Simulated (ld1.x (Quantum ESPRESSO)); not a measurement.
# What one change does to a pseudopotential (potassium (K), TM)

```json
{"Element": "potassium", "Generator": "ld1.x (Quantum ESPRESSO) 7.5", "Type": "norm-conserving Troullier–Martins (Kleinman–Bylander form)", "Functional": "BLYP", "Relativity": "scalar-relativistic", "Frozen core": "[Ar]", "Valence charge": "1", "Reference configuration": "3d1 4s0 4p0", "Partial waves": "4s (bound, empty): rc 3.95 bohr; 4p (bound, empty): rc 4.20 bohr; 3d (bound): rc 4.20 bohr", "Local potential": "all-electron potential smoothed inside 3.00 bohr (lloc = -1)", "Core correction": "Bessel-smoothed model core inside 2.20 bohr"}
```

Change: all radii but the core radius scaled by about 1.06 (s 4.18, p 4.44, d 4.44 bohr); local potential all-electron potential smoothed inside 3.18 bohr (lloc = -1).

Cutoffs: the cutoffs (Ry, on a coarse ladder) from which the occupation-weighted sum of valence levels, in a spherical-Bessel basis at the reference potential, stays within 10 and 1 mRy of its value at 400 Ry; they do not see the model core or the augmentation charge, which bear on the density cutoff. Errors are all-electron minus pseudo energies relative to the spin-unpolarised reference configuration.

Problem. Predict the effect on cutoff, ghosts and configuration errors.

Solution. Both files are so soft that the ladder of cutoffs tells neither apart; the number of tests that count goes from 3 to 4; of the 3 tests that both files solve, the error grows in 2 and shrinks in 0 by more than 15 % and 0.3 meV (median size 1.3 → 2.3 meV); neither file shows a bound ghost at the reference potential, the only one tested.

| quantity | base | changed |
| --- | --- | --- |
| cutoff, loose | 6 Ry | 6 Ry |
| cutoff, tight | 10 Ry | 10 Ry |
| bound ghosts | none | none |
| tests counted (converged, no solver errors) | 3 of 4 | 4 of 4 |
| error for 3d0 4s1 4p0, meV [ΔE -2.54 eV] | -1.3 | -2.3 |
| error for 3d0 4s0.5 4p0, meV [ΔE -0.90 eV] | +1.6 | +2.3 |
| error for 3d0 4s0 4p1, meV [ΔE -0.89 eV] | -0.4 | +0.7 |

Base: Tests not counted: 3d0.5 4s0.5 4p0 (pseudo-atom not self-consistent, printed error +0.1 meV).
